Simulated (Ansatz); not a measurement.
Calculated with Ansatz (gas phase, PBE0-D4/def2-TZVP geometries, no zero-point term in ΔE). CBS: MP2 limit from def2 TZ/QZ plus the TZ coupled-cluster correction, frozen cores. This one scheme is used for every species. Functionals use def2-TZVPP. B3LYP here is the variant with VWN-RPA as its local correlation; programs differ in this. One conformer a species, not always the lowest.

Reaction (cleavage of the Al–Si bond): `C[SiH2][Al]([CH3])[Cl]` + CH₃SH → `C[S][Al]([CH3])[Cl]` + `C[SiH3]`

Problem. Is it downhill or uphill in electronic energy at CCSD(T)/CBS, and by how much? (An estimate is asked.)

Solution. The calculation gave: Downhill: ΔE = -1.19 eV.

Problem. What do these levels give: PBE-D4, PBE0-D4, B3LYP-D4, ωB97X-V, ωB97M-V, HF/def2-TZVPP, MP2/def2-TZVPP, SCS-MP2/def2-TZVPP, HF/def2-QZVPP, MP2/def2-QZVPP, MP2/CBS(def2), CCSD/CBS(def2)? (Best estimate.)

Solution. Ansatz gave: PBE-D4 -1.06, PBE0-D4 -1.10, B3LYP-D4 -1.17, ωB97X-V -1.15, ωB97M-V -1.22, HF/def2-TZVPP -1.23, MP2/def2-TZVPP -1.27, SCS-MP2/def2-TZVPP -1.24, HF/def2-QZVPP -1.23, MP2/def2-QZVPP -1.29, MP2/CBS(def2) -1.30, CCSD/CBS(def2) -1.18 eV.

Largest T1 diagnostic among the species: 0.010.

The D4 term adds −0.03 eV with B3LYP and −0.01 eV with PBE0; it sums over pairs of atoms, weighted by their polarisabilities, and B3LYP, whose exchange is more repulsive, gets the larger term. From PBE to PBE0 (25 % exact exchange), in def2-TZVPP and without D4, ΔE moves by −0.04 eV.
